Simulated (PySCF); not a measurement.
Job file and geometry (Å, from PBE0-D3(BJ)/def2-SVP) of an NMR shielding run on `F[B-]([NH3+])(F)F`, BF3H3N, GIAO PBE0/pcSseg-1 NMR shielding, non-relativistic, gas phase (PySCF 2.14.0, density-fitted response routines); density fitting, a coarse starting grid and PySCF grid level 2 are the driver's defaults:

```
$ OMP_NUM_THREADS=1 python probes_run.py task.json out

{"job": {"kind": "nmr", "xc": "PBE0", "basis": "pcSseg-1"}, "charge": 0, "multiplicity": 1}
N      0.827152    -0.078472     0.011521
B     -0.839979     0.084077    -0.026132
F     -1.228579    -0.727527    -1.054612
F     -1.033063     1.417581    -0.251644
F     -1.236313    -0.340907     1.210090
H      1.081323    -1.036117     0.255737
H      1.223096     0.554568     0.707188
H      1.224494     0.145607    -0.901278
```

Task: Write the output of this run.

Result: 
```
coarse grid: 7272 points
cycle   1  E = -380.6040753458  dE =  4.470e-01  |g| = 8.104e-01  |ddm| = 2.200e+00
cycle   2  E = -380.5484501984  dE =  5.563e-02  |g| = 1.081e+00  |ddm| = 9.009e-01
cycle   3  E = -380.7086522323  dE = -1.602e-01  |g| = 4.231e-02  |ddm| = 4.689e-01
cycle   4  E = -380.7088703924  dE = -2.182e-04  |g| = 2.677e-02  |ddm| = 3.846e-02
cycle   5  E = -380.7090064405  dE = -1.360e-04  |g| = 4.648e-03  |ddm| = 1.579e-02
cycle   6  E = -380.7090106751  dE = -4.235e-06  |g| = 7.597e-04  |ddm| = 2.819e-03
final grid: 73128 points
cycle   7  E = -380.7433879843  dE = -4.764e-05  |g| = 5.964e-03  |ddm| = 1.307e-02
cycle   8  E = -380.7433859212  dE =  2.063e-06  |g| = 6.905e-03  |ddm| = 6.142e-03
cycle   9  E = -380.7433938864  dE = -7.965e-06  |g| = 2.514e-04  |ddm| = 3.337e-03
cycle  10  E = -380.7433938959  dE = -9.576e-09  |g| = 1.432e-04  |ddm| = 2.116e-04
cycle  11  E = -380.7433938989  dE = -2.917e-09  |g| = 4.584e-05  |ddm| = 8.142e-05
cycle  12  E = -380.7433938992  dE = -3.023e-10  |g| = 4.978e-06  |ddm| = 2.262e-05
converged SCF energy = -380.7433938992

GIAO shielding tensors (ppm)
atom      isotropic    diamagn.    paramagn.     s11        s22        s33       span
  0 N      210.631     318.587    -107.956    204.029    204.107    223.755     19.726
  1 B      102.625     187.345     -84.720     88.895    109.438    109.541     20.646
  2 F      336.371     470.295    -133.924    305.811    324.448    378.854     73.043
  3 F      336.178     470.322    -134.144    305.691    324.222    378.622     72.931
  4 F      336.103     470.357    -134.254    305.621    324.158    378.531     72.910
  5 H       28.913      30.106      -1.193     23.866     25.164     37.708     13.842
  6 H       28.908      30.110      -1.202     23.867     25.180     37.678     13.811
  7 H       28.914      30.084      -1.170     23.870     25.152     37.720     13.850
```

Task: Turn these shieldings into chemical shifts. Referencing at the same level of theory: NH3 for 15N (σ = 265.67 ppm); 11B (σ = 100.73 ppm) against BF3·OEt2; CFCl3 for 19F (σ = 177.25 ppm); 1H (σ = 31.27 ppm) vs TMS.

Result: Averaging equivalent atoms: N 0: 55.0; B 1: -1.9; F 2/3/4: -159.0; H 5/6/7: 2.36 ppm. Unscaled 19F shifts against computed CFCl3 carry errors that often reach 10 to 50 ppm. Experimental scales use liquid or dissolved standards, which lie at an offset from isolated NH3 (liquid NH3: subtract about 20 ppm).

Size and cost of the density-fitted run: 100 basis functions, 7.9 s wall time on 1 thread of an x86-64 server CPU, shared host.
